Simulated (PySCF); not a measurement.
From one molecule to another.

First species: C3H9PSi2.
SMILES: `C#C[SiH2]P[SiH2]C`

Second species: C5H7NOSi2.
Cartesian coordinates in Å at the GFN2-xTB level; atoms count from 1:
```
atom  x, y, z in Å
C1     4.9406    0.0864   -0.7046
C2     3.8144    0.1327   -0.2765
C3     2.5454    0.1961    0.2010
C4     1.4122    0.2770    0.6324
Si5   -0.3312    0.3425    1.2315
C6    -1.0396    1.8928    0.3340
O7    -2.2294    2.0784    0.2277
Si8   -1.6941   -1.4718    0.7791
N9    -2.7976   -0.9089   -0.4097
H10    5.9202    0.0446   -1.0761
H11   -0.2416    0.7694    2.6400
H12   -0.3407    2.6303   -0.1154
H13   -1.0046   -2.6102    0.1634
H14   -2.3070   -1.9668    2.0294
H15   -3.1475    0.0356   -0.3527
H16   -3.5071   -1.5193   -0.7798
```

Levels: B3LYP/def2-SVPD for dipole moment, HOMO energy, LUMO energy, HOMO–LUMO gap, static isotropic polarisability and electronic spatial extent ⟨r²⟩ about the centre of nuclear charge; TDDFT B3LYP/def2-SVPD for lowest singlet excitation; TDA B3LYP/def2-SVPD for lowest triplet excitation (Tamm–Dancoff); GFN2-xTB for rotational constant A and rotational constant C. Geometries: GFN2-xTB. Each species is one conformer at its optimised geometry, gas phase, non-relativistic unless stated; the electronic structure was computed with PySCF and density fitting.

Dipoles, sizes and rotational constants follow the conformer. The torsions of the flexible species, by atom-mapped SMILES:
- `[CH:1]#[C:2][SiH2:3][PH:4][SiH2:5][CH3:6]`: C2–Si3–P4–Si5 162°, Si3–P4–Si5–C6 -163°
- `[CH:1]#[C:2][C:3]#[C:4][Si@@H:5]([CH:6]=[O:7])[SiH2:8][NH2:9]`: C4–Si5–C6–O7 162°, C4–Si5–Si8–N9 -109°, H–N9–Si8–Si5 -38°, H–N9–Si8–Si5 180°

```json
{"property": "dipole moment", "column X": "0.95 D", "column Y": "1.32 D"}
{"property": "HOMO energy", "column X": "-7.01 eV", "column Y": "-6.92 eV"}
{"property": "LUMO energy", "column X": "-0.54 eV", "column Y": "-2.18 eV"}
{"property": "HOMO–LUMO gap", "column X": "6.47 eV", "column Y": "4.74 eV"}
{"property": "lowest singlet excitation", "column X": "5.58 eV", "column Y": "3.20 eV"}
{"property": "lowest triplet excitation (Tamm–Dancoff)", "column X": "4.99 eV", "column Y": "2.57 eV"}
{"property": "static isotropic polarisability", "column X": "120.0 au", "column Y": "136.6 au"}
{"property": "electronic spatial extent ⟨r²⟩ about the centre of nuclear charge", "column X": "1715 bohr²", "column Y": "2449 bohr²"}
{"property": "rotational constant A", "column X": "5.835 GHz", "column Y": "1.924 GHz"}
{"property": "rotational constant C", "column X": "0.660 GHz", "column Y": "0.445 GHz"}
```

Problem. Which column belongs to which species?

Solution. Column X is the first species and column Y the second. The first has 15 atoms and 70 electrons, the second 16 and 80.

Problem. How does each property change from the first species to the second?

Solution. dipole moment +0.37 D; HOMO energy +0.09 eV; LUMO energy -1.64 eV; HOMO–LUMO gap -1.73 eV; lowest singlet excitation -2.38 eV; lowest triplet excitation (Tamm–Dancoff) -2.42 eV; static isotropic polarisability +16.6 au; electronic spatial extent ⟨r²⟩ about the centre of nuclear charge +734 bohr²; rotational constant A -3.911 GHz; rotational constant C -0.215 GHz.

On the first: The vertical singlet–triplet gap S1 − T1 is 0.59 eV (TDDFT singlet less Tamm–Dancoff triplet; S1: HOMO→LUMO, weight 0.92; T1: HOMO−1→LUMO, weight 0.41, beside HOMO−2→LUMO+1, weight 0.21). In wavenumbers S1 is 45000 cm⁻¹ (1 eV = 8065.54 cm⁻¹).

On the second: The polarisability is 20.24 Å³ as a volume (1 au = 0.148185 Å³), or 1.71 au for each of the 80 electrons. The dipole matches unit charges of opposite sign 0.27 Å apart (1 e·Å = 4.8032 D).
